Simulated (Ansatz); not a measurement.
`C[Si](N)(O)F` + HCl → `C[Si](N)(O)Cl` + H–F  (ligand exchange at the Si–F bond)

Gas-phase electronic energies from Ansatz, PBE0-D4/def2-TZVP geometries. CBS: MP2 limit from def2 TZ/QZ plus the TZ coupled-cluster correction, frozen cores. This one scheme is used for every species. DFT in def2-TZVPP. B3LYP here is the variant with VWN-RPA as its local correlation; programs differ in this. HSE06 is defined as in plane-wave codes. One conformer a species, not always the lowest.

Problem. Is it downhill or uphill in electronic energy at CCSD(T)/CBS, and by how much? (Best estimate.)

Solution. Ansatz gave: Uphill: ΔE = +45.4 kJ/mol.

Problem. What do these levels give: PBE-D4, PBE0-D4, r2SCANh-D4, B2PLYP, PBE-QIDH, PBE, B3LYP, HSE06, LC-ωPBE, RPA@PBE/def2-TZVPP, HF/def2-TZVPP, HF/CBS(def2)? (Estimate.)

Solution. Computed: PBE-D4 38.6, PBE0-D4 39.6, r2SCANh-D4 47.4, B2PLYP 52.8, PBE-QIDH 43.3, PBE 43.0, B3LYP 56.2, HSE06 42.9, LC-ωPBE 49.7, RPA@PBE/def2-TZVPP 53.4, HF/def2-TZVPP 62.5, HF/CBS(def2) 64.4 kJ/mol.

Largest T1 diagnostic among the species: 0.010.

At CCSD(T), def2-SVP lies +6.1 kJ/mol from the extrapolated value and def2-TZVPP +4.5 kJ/mol. In def2-TZVPP, CCSD(T) changes the Hartree–Fock value by −12.6 kJ/mol (the triples alone add −3.1 kJ/mol) and MP2 by −19.7 kJ/mol.
